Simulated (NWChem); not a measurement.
System: C3HClF2; SMILES FC=C=C(F)Cl

Output (shortened):

```
             Northwest Computational Chemistry Package (NWChem) 7.3.0
             --------------------------------------------------------

                             Geometry "geometry" -> ""
                             -------------------------

 Output coordinates in angstroms (scale by  1.889725989 to convert to a.u.)

  No.       Tag          Charge          X              Y              Z
 ---- ---------------- ---------- -------------- -------------- --------------
    1 F                    9.0000     0.30901100    -2.88033900    -0.44322600
    2 C                    6.0000     0.07561000    -1.95152000     0.49987900
    3 C                    6.0000    -0.16892200    -0.68448000     0.23385000
    4 C                    6.0000    -0.39466700     0.59610400     0.03332400
    5 F                    9.0000    -1.60932600     1.12544700    -0.13689800
    6 Cl                  17.0000     0.84981500     1.80409900    -0.04421800
    7 H                    1.0000     0.11192100    -2.37945100     1.51897100

 Effective nuclear repulsion energy (a.u.)     253.3900552077

                                 NWChem DFT Module
                                 -----------------

 Summary of "ao basis" -> "ao basis" (spherical)
 ------------------------------------------------------------------------------
       Tag                 Description            Shells   Functions and Types
 ---------------- ------------------------------  ------  ---------------------
 F                          def2-svp                 6       14   3s2p1d
 C                          def2-svp                 6       14   3s2p1d
 Cl                         def2-svp                 8       18   4s3p1d
 H                          def2-svp                 3        5   2s1p

 in cosmo_initialize ...
 calling solv_data for solv:toluene

 solvent parameters
 solvname_short: toluene
 solvname_long:  toluene
 dielec:        2.3741
 dielecinf:     2.2383
 nonaqueous SMD model solvent descriptors
 dielec:        2.3741
 sola:          0.0000
 solb:          0.1400
 solc:          0.8570
 solg:         40.2000
 solh:          0.0000
 soln:          1.4961

          ---------------
          -cosmo- solvent
          ---------------
 Cosmo: York-Karplus, doi: 10.1021/jp992097l
 dielectric constant -eps-     =   2.37
 screen = (eps-1)/(eps    )    =   0.57879
 surface charge correction     = lagrangian

   van der Waals surface
 --------------------------

[...]

                                COSMO-SMD solvation results
                                ---------------------------

             internal energy in gas <Psi(g)|H|Psi(g)> =      -774.195917575438
         internal energy in solvent <Psi(s)|H|Psi(s)> =      -774.195677999718
                               delta internal energy  =         0.000239575720 (    0.15 kcal/mol)
   total free energy in solvent <Psi(s)|H+V/2|Psi(s)> =      -774.198435785951
 polarization energy contribution <Psi(s)|V/2|Psi(s)> =        -0.002757786232 (   -1.73 kcal/mol)
    total free energy in solvent including G(SMD-CDS) =      -774.199110618527
                       G(SMD-CDS) energy contribution =        -0.000674832576 (   -0.42 kcal/mol)
     1 M fixed-concentration free energy of solvation =        -0.003193043088 (   -2.00 kcal/mol)

                       DFT Final Molecular Orbital Analysis
                       ------------------------------------

 Vector   25  Occ=2.000000D+00  E=-4.151095D-01
              MO Center=  6.6D-01,  1.5D+00, -2.6D-02, r^2= 2.0D+00
   Bfn.  Coefficient  Atom+Function         Bfn.  Coefficient  Atom+Function
  ----- ------------  ---------------      ----- ------------  ---------------
    81      0.456101  6 Cl px                82     -0.375695  6 Cl py
    78      0.356463  6 Cl px                79     -0.283548  6 Cl py
    75      0.202371  6 Cl px                76     -0.161652  6 Cl py
    60     -0.153305  5 F  px                32      0.116707  3 C  px
    63      0.115555  5 F  px                35      0.092413  3 C  px

 Vector   26  Occ=2.000000D+00  E=-3.498649D-01
              MO Center=  4.1D-02, -1.0D+00,  2.2D-01, r^2= 2.8D+00
   Bfn.  Coefficient  Atom+Function         Bfn.  Coefficient  Atom+Function
  ----- ------------  ---------------      ----- ------------  ---------------
    32      0.399587  3 C  px                18      0.358752  2 C  px
    35      0.281972  3 C  px                 4      0.247568  1 F  px
    82      0.223212  6 Cl py                 7     -0.199160  1 F  px
    21      0.185920  2 C  px                79      0.170675  6 Cl py
    76      0.095851  6 Cl py                33      0.094669  3 C  py

 Vector   27  Occ=2.000000D+00  E=-3.349907D-01
              MO Center= -1.6D-02,  2.2D-01,  1.2D-01, r^2= 2.9D+00
   Bfn.  Coefficient  Atom+Function         Bfn.  Coefficient  Atom+Function
  ----- ------------  ---------------      ----- ------------  ---------------
    34      0.394083  3 C  pz                83     -0.368118  6 Cl pz
    48      0.328526  4 C  pz                37      0.289682  3 C  pz
    80     -0.253978  6 Cl pz                62      0.181883  5 F  pz
    51      0.158258  4 C  pz                65     -0.148815  5 F  pz
    77     -0.144292  6 Cl pz                89     -0.105036  7 H  s

 Vector   28  Occ=0.000000D+00  E= 8.492395D-04
              MO Center= -2.1D-02, -8.3D-01,  2.8D-01, r^2= 3.3D+00
   Bfn.  Coefficient  Atom+Function         Bfn.  Coefficient  Atom+Function
  ----- ------------  ---------------      ----- ------------  ---------------
    21      0.515949  2 C  px                18      0.447465  2 C  px
    35     -0.356974  3 C  px                49     -0.341590  4 C  px
    82     -0.341095  6 Cl py                32     -0.327236  3 C  px
    46     -0.243377  4 C  px                31      0.224701  3 C  s
    45     -0.218210  4 C  s                 74      0.217687  6 Cl s

[...]
```

Level: M06-2X/def2-SVP, SMD on the gas-phase geometry. All runs use the structure optimised with PBE-D3(BJ)/def2-SVP. Solvent: toluene.

### Question
Write an input that gives this output.

### Answer
One answer among several that fit: the input that was run:
```
start job
memory heap 200 mb stack 900 mb global 1100 mb
geometry units angstroms noautosym nocenter noautoz
  F      0.309011    -2.880339    -0.443226
  C      0.075610    -1.951520     0.499879
  C     -0.168922    -0.684480     0.233850
  C     -0.394667     0.596104     0.033324
  F     -1.609326     1.125447    -0.136898
  Cl     0.849815     1.804099    -0.044218
  H      0.111921    -2.379451     1.518971
end
basis spherical
  F library def2-svp
  C library def2-svp
  Cl library def2-svp
  H library def2-svp
end
dft
  xc m06-2x
  iterations 150
end
cosmo
  do_cosmo_smd true
  solvent toluene
end
task dft energy
```
